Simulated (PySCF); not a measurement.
## Computed NMR parameters against published values

Numbering as in the mapped SMILES `[CH3:1][C:2](=[O:3])[O:4][C:5]([CH3:6])([CH3:7])[CH3:8]` (H(Xn): hydrogen on atom n).

What is known from experiment: δ ¹³C C5 79.9; C6/C7/C8 28.1; δ ¹H H(C6)/H(C7)/H(C8) 1.45 ppm (measured; solution, not stated per compound (mostly CDCl3 or CCl4); Pretsch, Buehlmann, Badertscher, Structure Determination of Organic Compounds, 4th ed. (2009)).
δ ¹⁷O O3 377.8; O4 205.1 ppm (measured; liquid, neat, 295 K; 17O NMR survey of organic solvents and oxofluorinated compounds, PMC5915748).

[PySCF 2.14: σ from GIAO-PBE0/pcSseg-1; coordinates at the PBE0-D3(BJ)/def2-SVP level; one conformer; one averaged value for each set of equivalent atoms; non-relativistic; no solvent]

Task: What does the calculation give, and how does it compare?

Result: 
Reference values: measured (solution, not stated per compound (mostly CDCl3 or CCl4); Pretsch, Buehlmann, Badertscher, Structure Determination of Organic Compounds, 4th ed. (2009)).
| atoms | quantity | reference | computed | computed, scaled |
| --- | --- | --- | --- | --- |
| C5 | δ ¹³C | 79.9 | 77.8 | 74.9 |
| C6/C7/C8 | δ ¹³C | 28.1 | 28.4 | 26.9 |
| H(C6)/H(C7)/H(C8) | δ ¹H | 1.45 | 1.42 | 1.56 |

Reference values: measured (liquid, neat, 295 K; 17O NMR survey of organic solvents and oxofluorinated compounds, PMC5915748).
```tsv
atoms	quantity	reference	computed	computed, scaled
O3	δ ¹⁷O vs D2O (external)	377.8	–	368.7
O4	δ ¹⁷O vs D2O (external)	205.1	–	184.7
```

Computed shifts are σ(ref) − σ with the named reference compound (TMS for H and C) calculated as an isolated molecule at the same level. The measured values may be among those fitted. Empirical linear scaling, fitted to shifts measured mostly in CDCl3 for H and C (δ vs TMS): ¹³C: δ = 178.46 − 0.972σ (rms 2.0 ppm, 209 shifts, 2.2 ppm with the 3 outliers that the fit left out); ¹H: δ = 29.85 − 0.948σ (rms 0.21 ppm, 133 shifts); ¹⁷O: δ = 261.00 − 0.871σ (rms 11.6 ppm, 25 shifts vs liquid water, solution or neat liquid). Occasional misses reach two or three times the rms, and more in compound classes unlike the fitted ones.

Task: How far are the unscaled ¹³C shifts from the references?

Result: Mean signed difference -0.90 ppm, mean absolute 1.20 ppm over 2 comparisons; the largest is -2.1 ppm at C5 (fully substituted sp3 carbon bonded to O).
